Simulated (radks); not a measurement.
Trend from B3+ to Ne3+: ionisation energy by Delta-SCF between NIST ground configurations, and size. Method: non-relativistic Kohn-Sham, PBE, spin-polarised, spherical densities, point nucleus; open shells are filled with parallel spins first; computed with a radial shooting solver on a logarithmic mesh with Libxc functionals.

species  configuration  IE (eV)  NIST (eV)       kind  outermost  <r> outermost (bohr)
B3+               [He]   258.72     259.37     theory         1s                 0.327
C3+           [He] 2s1   64.921     64.494       exp.         2s                  1.27
N3+           [He] 2s2   76.444     77.474       exp.         2s                  1.11
O3+       [He] 2s2 2p1   77.644     77.414       exp.         2s                 0.984
F3+       [He] 2s2 2p2   87.819      87.18  semi-emp.         2s                 0.888
Ne3+      [He] 2s2 2p3   97.666     97.190  semi-emp.         2s                 0.810

Reference values: NIST Atomic Spectra Database (exp. = measured, semi-emp. = semi-empirical, theory = theoretical value adopted there). Open shells are spherical and high-spin; term and fine-structure splittings are not resolved.
